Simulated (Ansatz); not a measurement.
Two structures of BSiH₇SO, singlet, reached by relaxing down either side of one saddle point (PBE0-D4/def2-TZVP). Energies are electronic, without zero-point energy. Computed with Ansatz 0.2.0 (basis: def2-TZVPP and def2-QZVPP); correlated methods freeze the cores. Extrapolation: Hartree–Fock as exp(−7.88 √X), correlation as X^−2.97. First:

| atom | x (Å) | y (Å) | z (Å) |
| --- | --- | --- | --- |
| B1 | -1.0464 | 0.1532 | 0.5454 |
| S2 | -1.5664 | -1.5414 | 1.1422 |
| H3 | -1.1859 | 1.0542 | 1.3197 |
| H4 | -1.4255 | 0.3443 | -0.5855 |
| H5 | 0.8022 | -0.8840 | 0.6661 |
| O6 | 0.6278 | 0.0195 | 0.3575 |
| Si7 | 1.1865 | 0.4568 | -1.1891 |
| H8 | -1.4336 | -1.3309 | 2.4617 |
| H9 | 0.5763 | -0.4194 | -2.2113 |
| H10 | 0.8080 | 1.8713 | -1.3521 |
| H11 | 2.6570 | 0.2766 | -1.1547 |

Second:

B1  (-0.916, 0.872, 0.531)
S2  (-1.462, -1.609, 1.072)
H3  (-1.332, 1.186, 1.613)
H4  (-1.647, 0.865, -0.427)
H5  (-0.762, -2.205, 0.092)
O6  (0.443, 0.858, 0.351)
Si7  (1.323, 0.520, -0.995)
H8  (-0.444, -1.712, 1.940)
H9  (1.625, -0.938, -1.029)
H10  (0.578, 0.885, -2.228)
H11  (2.595, 1.277, -0.919)
(Å)

(1) Which bonds change from the first to the second?

(2) Give the saddle point's structure and its height above each. (To be estimated.)

No T1 diagnostic of these runs exceeds 0.013.

## Answers

(1) SiH₄O ([OH][SiH3]) + BH₃S ([BH2][SH]) → BSiH₅O ([BH2][O][SiH3]) + H₂S; bonds formed: S2–H5; dative contacts that become bonds: B1–O6; bonds broken: B1–S2, H5–O6.

(2) By the calculation: 0.640 eV above the first and 0.895 eV above the second (CCSD(T) at an estimated basis limit (MP2 extrapolated from triple and quadruple zeta, plus CCSD(T) − MP2 in triple zeta)).
| atom | x (Å) | y (Å) | z (Å) |
| --- | --- | --- | --- |
| B1 | -1.0584 | 0.2585 | 0.4560 |
| S2 | -1.2566 | -1.6021 | 1.2130 |
| H3 | -1.3359 | 1.0816 | 1.2798 |
| H4 | -1.6658 | 0.2679 | -0.5833 |
| H5 | 0.1280 | -1.0938 | 0.6997 |
| O6 | 0.4572 | 0.0902 | 0.2542 |
| Si7 | 1.2479 | 0.4902 | -1.1542 |
| H8 | -0.9688 | -1.3038 | 2.4912 |
| H9 | 0.7068 | -0.2981 | -2.2909 |
| H10 | 1.0644 | 1.9383 | -1.4149 |
| H11 | 2.6811 | 0.1712 | -0.9505 |

Labels in which every atom is bracketed show which atoms are joined, not bond orders.

For scale, one of the runs: CCSD(T)/def2-TZVPP, 244 basis functions, launched by `ansatz run in.yaml --threads 3 --pin off --events-out ev --progress --plain --max-ram 6092MiB`. The run took 62 s on 3 CPU threads of an Intel Xeon (shared host), with 5 GiB of host memory at its peak.
